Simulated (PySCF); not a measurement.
HO3S, SMILES O=[SH](=O)[O-], charge -1. The structure is a stationary point at PBE-D3(BJ)/def2-SVPD.

All values below come from PBE-D3(BJ)/def2-SVPD in PySCF.

Harmonic wavenumbers (cm⁻¹): 438, 438, 560, 952, 1013, 1013, 1133, 1133, 2254. Rotational constants (GHz): 8.922, 8.922, 4.896; symmetry number 3.

Problem. Work out the zero-point energy and the ideal-gas rigid-rotor harmonic-oscillator thermochemistry at 298.15 K and 1 atm.

Solution. ZPE = ½ Σ hcν = ½ × 8932 cm⁻¹ = 12.77 kcal/mol. H − E(el) = 15.70 kcal/mol. Entropy in cal/(mol K): translation 39.09, rotation 22.04, vibration 2.59, total 63.73. G − E(el) = -3.30 kcal/mol. Cp = 13.51 cal/(mol K).
